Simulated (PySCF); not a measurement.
Si(H)(Cl)(OH)2 (ClH3O2Si), SMILES O[SiH](O)Cl. Atoms are numbered in the order given.

```xyz
7

Si     0.1562    -0.2814     0.4843
O     -0.8558    -1.5637     0.3402
O     -0.5697     0.8837     1.3990
Cl     0.5849     0.5741    -1.3551
H      1.4136    -0.8020     1.0510
H     -1.7709    -1.3781     0.1066
H     -0.3687     1.7998     1.1866
```

Geometry: PBE0-D3(BJ)/def2-SVP. The values are those of a single conformer.

Method: B3LYP/pcJ-1 (PySCF).

Isotropic couplings with Fermi-contact, spin-dipole and both spin-orbit terms, one fixed conformer, no vibrational averaging. Isotopes: 1H, 29Si.

Computed spin–spin coupling constants:
```tsv
pair	bonds apart	J (Hz)
Si1–H5	1	-371.0
Si1–H6	2	5.5
Si1–H7	2	-1.2
H5–H6	3	9.8
H5–H7	3	-0.7
H6–H7	4	-0.7
```
